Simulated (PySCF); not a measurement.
SMILES C(c1ccc(C=O)s1)(C)(C)C, GFN2-xTB optimised geometry.

```
23

C     -0.68    -2.61     1.33
C     -0.89    -1.86     0.01
C     -2.36    -1.43    -0.10
C     -0.54    -2.77    -1.17
C      0.02    -0.66     0.00
C      1.39    -0.66     0.00
C      1.95     0.62     0.00
C      1.00     1.62     0.00
C      1.20     3.05     0.00
O      2.28     3.59     0.00
S     -0.60     0.95     0.00
H      0.35    -2.94     1.43
H     -1.33    -3.48     1.37
H     -0.92    -1.97     2.18
H     -2.64    -0.79     0.73
H     -3.00    -2.31    -0.09
H     -2.53    -0.89    -1.03
H      0.49    -3.12    -1.09
H     -1.20    -3.63    -1.18
H     -0.65    -2.23    -2.11
H      1.98    -1.56     0.00
H      3.00     0.83     0.00
H      0.26     3.63     0.01
```

Density from B3LYP/def2-SVP (PySCF) at that geometry.

Minimum of the electron density along straight lines between bonded atoms, close to the bond critical point (lines longer than 1.1 times the sum of covalent radii, or with two minima, are not listed):

```json
[
 {"bond": "C1–C2", "length / Å": "1.536", "ρ at the minimum / e bohr⁻³": "0.242", "∇²ρ there / e bohr⁻⁵": "-0.55", "position (fraction from the first atom)": "0.50"},
 {"bond": "C2–C3", "length / Å": "1.529", "ρ at the minimum / e bohr⁻³": "0.246", "∇²ρ there / e bohr⁻⁵": "-0.56", "position (fraction from the first atom)": "0.50"},
 {"bond": "C2–C4", "length / Å": "1.535", "ρ at the minimum / e bohr⁻³": "0.242", "∇²ρ there / e bohr⁻⁵": "-0.55", "position (fraction from the first atom)": "0.50"},
 {"bond": "C2–C5", "length / Å": "1.503", "ρ at the minimum / e bohr⁻³": "0.256", "∇²ρ there / e bohr⁻⁵": "-0.60", "position (fraction from the first atom)": "0.48"},
 {"bond": "C5–C6", "length / Å": "1.372", "ρ at the minimum / e bohr⁻³": "0.319", "∇²ρ there / e bohr⁻⁵": "-0.81", "position (fraction from the first atom)": "0.51"},
 {"bond": "C6–C7", "length / Å": "1.398", "ρ at the minimum / e bohr⁻³": "0.306", "∇²ρ there / e bohr⁻⁵": "-0.77", "position (fraction from the first atom)": "0.50"},
 {"bond": "C7–C8", "length / Å": "1.376", "ρ at the minimum / e bohr⁻³": "0.316", "∇²ρ there / e bohr⁻⁵": "-0.80", "position (fraction from the first atom)": "0.49"},
 {"bond": "C8–C9", "length / Å": "1.442", "ρ at the minimum / e bohr⁻³": "0.289", "∇²ρ there / e bohr⁻⁵": "-0.74", "position (fraction from the first atom)": "0.51"},
 {"bond": "C9–O10", "length / Å": "1.208", "ρ at the minimum / e bohr⁻³": "0.410", "∇²ρ there / e bohr⁻⁵": "0.36", "position (fraction from the first atom)": "0.33"},
 {"bond": "C5–S11", "length / Å": "1.723", "ρ at the minimum / e bohr⁻³": "0.216", "∇²ρ there / e bohr⁻⁵": "-0.46", "position (fraction from the first atom)": "0.47"},
 {"bond": "C8–S11", "length / Å": "1.736", "ρ at the minimum / e bohr⁻³": "0.211", "∇²ρ there / e bohr⁻⁵": "-0.44", "position (fraction from the first atom)": "0.46"},
 {"bond": "C1–H12", "length / Å": "1.087", "ρ at the minimum / e bohr⁻³": "0.278", "∇²ρ there / e bohr⁻⁵": "-1.02", "position (fraction from the first atom)": "0.62"},
 {"bond": "C1–H13", "length / Å": "1.087", "ρ at the minimum / e bohr⁻³": "0.278", "∇²ρ there / e bohr⁻⁵": "-1.02", "position (fraction from the first atom)": "0.62"},
 {"bond": "C1–H14", "length / Å": "1.088", "ρ at the minimum / e bohr⁻³": "0.278", "∇²ρ there / e bohr⁻⁵": "-1.03", "position (fraction from the first atom)": "0.63"},
 {"bond": "C3–H15", "length / Å": "1.088", "ρ at the minimum / e bohr⁻³": "0.278", "∇²ρ there / e bohr⁻⁵": "-1.02", "position (fraction from the first atom)": "0.62"},
 {"bond": "C3–H16", "length / Å": "1.087", "ρ at the minimum / e bohr⁻³": "0.278", "∇²ρ there / e bohr⁻⁵": "-1.02", "position (fraction from the first atom)": "0.62"},
 {"bond": "C3–H17", "length / Å": "1.088", "ρ at the minimum / e bohr⁻³": "0.278", "∇²ρ there / e bohr⁻⁵": "-1.02", "position (fraction from the first atom)": "0.62"},
 {"bond": "C4–H18", "length / Å": "1.087", "ρ at the minimum / e bohr⁻³": "0.278", "∇²ρ there / e bohr⁻⁵": "-1.02", "position (fraction from the first atom)": "0.62"},
 {"bond": "C4–H19", "length / Å": "1.087", "ρ at the minimum / e bohr⁻³": "0.278", "∇²ρ there / e bohr⁻⁵": "-1.02", "position (fraction from the first atom)": "0.62"},
 {"bond": "C4–H20", "length / Å": "1.088", "ρ at the minimum / e bohr⁻³": "0.278", "∇²ρ there / e bohr⁻⁵": "-1.03", "position (fraction from the first atom)": "0.63"},
 {"bond": "C6–H21", "length / Å": "1.075", "ρ at the minimum / e bohr⁻³": "0.285", "∇²ρ there / e bohr⁻⁵": "-1.09", "position (fraction from the first atom)": "0.63"},
 {"bond": "C7–H22", "length / Å": "1.075", "ρ at the minimum / e bohr⁻³": "0.287", "∇²ρ there / e bohr⁻⁵": "-1.13", "position (fraction from the first atom)": "0.64"},
 {"bond": "C9–H23", "length / Å": "1.108", "ρ at the minimum / e bohr⁻³": "0.276", "∇²ρ there / e bohr⁻⁵": "-1.03", "position (fraction from the first atom)": "0.63"}
]
```
